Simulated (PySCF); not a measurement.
# Computed properties of B(F)(OH)(NH2) (BFH3NO), SMILES NB(O)F

B(F)(OH)(NH2) (BFH₃NO), SMILES NB(O)F. Geometry: PBE0-D3(BJ)/def2-SVP. The values are those of a single conformer. All values are computed for the isolated molecule unless a solvent is named; none is compared with measurement here.

**Structure.** The optimised structure has Cs symmetry. All 15 harmonic modes at PBE0-D3(BJ)/def2-SVP (PySCF) are real, so it is a minimum. With heavy atoms numbered as in [B:1]([F:2])([OH:3])[NH2:5], the shortest bond between them is B1–F2 at 1.347 Å and the longest B1–N5 at 1.401 Å.

**Vibrations.** The strongest infrared lines (harmonic, unscaled, degenerate partners summed) lie at 1615 cm⁻¹ (385 km/mol, H 43 %, B 31 %, N 24 %), 1429 cm⁻¹ (307 km/mol, B 65 %, H 17 %, F 10 %), 421 cm⁻¹ (193 km/mol, H 93 %). The softest mode is at 348 cm⁻¹ and the zero-point energy is 30.7 kcal/mol.

**Electronic structure.** HF/def2-TZVPD (PySCF) places the frontier levels at -11.69 and 1.23 eV, a gap of 12.92 eV, and gives a dipole moment of 0.74 D and a mean polarisability of 25.4 bohr³.

**Excitations.** TDDFT-CAM-B3LYP/def2-SVPD (PySCF) has S1 at 6.99 eV (177 nm, f = 0.022, weak); the most intense of the 10 singlets computed lies at 9.49 eV (f = 0.28). T1 (TDA) is at 6.70 eV. No vertical singlet excitation falls in the visible range (under 3.1 eV).

**NMR.** GIAO shifts at HF/pcSseg-2 (PySCF) (non-relativistic, atoms alike by connectivity averaged): ¹H from 2.5 to 3.2 ppm against TMS; ¹⁹F at -113.1 ppm against CFCl3; ¹¹B at 10.7 ppm against BF3.
